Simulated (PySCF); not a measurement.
# Manganese: a sound run and one with changed settings

Sound run: Mn [Ar] 3d5 4s2, Mn⁺ [Ar] 3d5 4s1. Computed with PySCF 2.14 in Sapporo-DKH3-DZP-2012 (6s5p3d1f, 43 functions), with the spin-free X2C one-electron Hamiltonian (Gaussian nucleus). The sound run starts from symmetry-adapted Hartree-Fock orbitals and uses a fine grid where one is needed.

A second run was set up differently.

```
species  method  sound run (hartree)  changed run (hartree)  converged
     Mn     UHF          -1157.35734            -1157.35734        yes
     Mn    PBE0          -1158.30959            -1160.34831        yes
     Mn  M06-2X          -1158.54394            -1158.99315        yes
    Mn⁺     UHF          -1157.13496            -1157.13496        yes
    Mn⁺    PBE0          -1158.04615            -1160.03303        yes
    Mn⁺  M06-2X          -1158.24564            -1158.69411        yes
```

Ionisation energy of Mn:

```json
{"method": "UHF", "sound run (eV)": "6.051", "changed run (eV)": "6.051"}
{"method": "M06-2X", "sound run (eV)": "8.117", "changed run (eV)": "8.137"}
```

Problem. What was changed?
A. angular grid far too coarse
B. too few SCF iterations
C. basis contracted for another Hamiltonian
D. level shift left on

Solution. A. It used 6 angular points. A coarse angular grid integrates products of high-l functions wrongly, so density functionals can shift, and the SCF can exploit the error; Hartree-Fock and MP2 need no grid.
